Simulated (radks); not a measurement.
Values are calculated unless marked as measured or tabulated.
Question: Species: the neon ion Ne3+. Configuration: [He] 2s2 2p3. Code: a radial shooting solver on a logarithmic mesh with Libxc functionals. Model: scalar-relativistic Kohn-Sham, LB94 model potential, spin-polarised, spherical densities, finite nucleus; open shells are filled with parallel spins first; Fermi nuclear charge, rms radius 3.0055 fm. Some entries of the table are withheld. Estimate them.

| orbital | occ. | eigenvalue (eV) | <r> (bohr) | <1/r> (bohr^-1) |
|---|---|---|---|---|
| 1s down | 1 | (1) | 0.1568 | 9.655 |
| 1s up | 1 | (2) | 0.1570 | 9.656 |
| 2s up | 1 | -116.3261 | 0.7931 | 1.833 |
| 2s down | 1 | -108.2071 | 0.8107 | 1.796 |
| 2p up | 3 | -94.2159 | 0.7430 | (3) |
| 2p down | 0 | -86.9559 | 0.7577 | (4) |

Answer: 
(1) 1s down eigenvalue (eV): -949.8912
(2) 1s up eigenvalue (eV): -947.3086
(3) 2p up <1/r> (bohr^-1): 1.763
(4) 2p down <1/r> (bohr^-1): 1.749
